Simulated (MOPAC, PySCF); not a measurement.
HAlF2O, SMILES `[OH][Al]([F])[F]` (H–O–Al–F torsion 0°), neutral singlet in the gas phase. 

Z-matrix (Å, degrees):
```
Al
F 1 1.6332
F 1 1.6380 2 118.58
O 1 1.6746 2 119.08 3 180.00
H 4 0.9555 1 123.52 2 -179.97
```
Charge 0, spin multiplicity 1.

All levels are single points at this geometry (PBE0-D3(BJ)/def2-TZVP); Pople sets use spherical d functions. Orbital energies aren't observables, and empty levels follow the basis.

```
level                           HOMO (eV)  LUMO (eV)  gap (eV)  dipole (D)  vertical IE, Delta-SCF (eV)
------------------------------  ---------  ---------  --------  ----------  ---------------------------
PBE0-D3(BJ)/def2-TZVP in PySCF      -9.94      -1.09      8.85        1.99                        12.87
BP86/6-31G* in PySCF                -7.80      -1.61      6.19        2.00                            –
SVWN5/6-31G* in PySCF               -7.88      -1.88      6.00        2.07                            –
HF/3-21G in PySCF                  -13.71       2.57     16.28        2.46                            –
HF/STO-3G in PySCF                  -9.26      10.37     19.63        1.25                            –
PM7 in MOPAC                       -13.57       1.45     15.02        2.60                            –
```
